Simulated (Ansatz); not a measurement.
[SmF6]3- (SmF6³⁻), relaxed as a sextet with UKS PBE0-D4/def2-SVP in Ansatz, starting from the GFN2-xTB geometry. Force threshold 0.02 eV/Å.

In the def2 sets Sm takes a core potential; there is no spin–orbit coupling. With an open 4f shell the SCF may have ended on a state above the lowest. A multiply charged anion in the gas phase is held together partly by the finite basis. The highest occupied level of the charge -3 sextet lies above zero (up to 5.74 eV). The electron is either unbound and held by the finite basis, or the level is raised by self-interaction error.

Start:

```xyz
7

Sm    0.0006    0.0004   -0.0003
F     1.8984   -0.4080    1.2369
F    -1.9041    0.3943   -1.2267
F     0.3209    2.2654    0.2329
F    -0.3174   -2.2636   -0.2394
F    -1.2549   -0.0164    1.9268
F     1.2565    0.0279   -1.9302
```

(1) Estimate the energy that the relaxation releases and the steps that it takes.

(2) Does the start keep its bonding and symmetry?

(3) Predict the relaxed structure.

## Answers

(1) 0.02 eV, in 4 steps; 44 s on 4 threads of Intel Xeon 6975P-C on a shared host. No frequencies were taken in this run, so the end may be a saddle point.

(2) By distances, no bond broke or formed. The bond that changes most is Sm1–F2, from 2.30 to 2.27 Å (atoms count from 1). Point group Oh at the start, C2h at the end, both within 0.05 Å; within 0.015 Å the end is Ci.

(3) 
```xyz
7

Sm    0.0006    0.0004   -0.0003
F     1.8748   -0.3966    1.2150
F    -1.8746    0.3958   -1.2141
F     0.3138    2.2351    0.2332
F    -0.3148   -2.2341   -0.2323
F    -1.2486   -0.0223    1.9170
F     1.2488    0.0216   -1.9186
```
Bond lengths: 6 × F–Sm 2.27 to 2.29 Å.
